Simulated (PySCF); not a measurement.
**Stationary points of SnF2**

Computed with PBE0/[Sn def2-TZVP with ECP28, F def2-TZVP], scalar-relativistic core potentials, density fitting, no spin–orbit coupling, PySCF.

Relaxations began from a few typed shapes. The search is not exhaustive: other isomers or separated fragments can lie lower, and high-lying points may rest on an excited occupation.

```json
{"spin": "singlet", "group": "C2v", "bonds": "Sn–F 1.932 Å (×2)", "angles": "F–Sn–F 95.9°", "imaginary modes (cm⁻¹)": "none", "ΔE (kJ/mol)": "0.0", "ΔE with ZPE (kJ/mol)": "0.0"}
{"spin": "singlet", "group": "D∞h", "bonds": "Sn–F 2.027 Å (×2)", "angles": "F–Sn–F 180.0°", "imaginary modes (cm⁻¹)": "180i, 180i", "ΔE (kJ/mol)": "144.6", "ΔE with ZPE (kJ/mol)": "–"}
```

The lowest minimum found is the singlet C2v: Sn–F 1.932 Å (×2); F–Sn–F 95.9°.

Counting electrons, tin keeps 2 of its valence electrons outside its bonds, so the VSEPR class is AX2E1 and the expected shape is bent (C2v), as computed. The angle of 96° is close to 90°: the heavy centre bonds with nearly pure p orbitals and keeps its lone pair s-like.
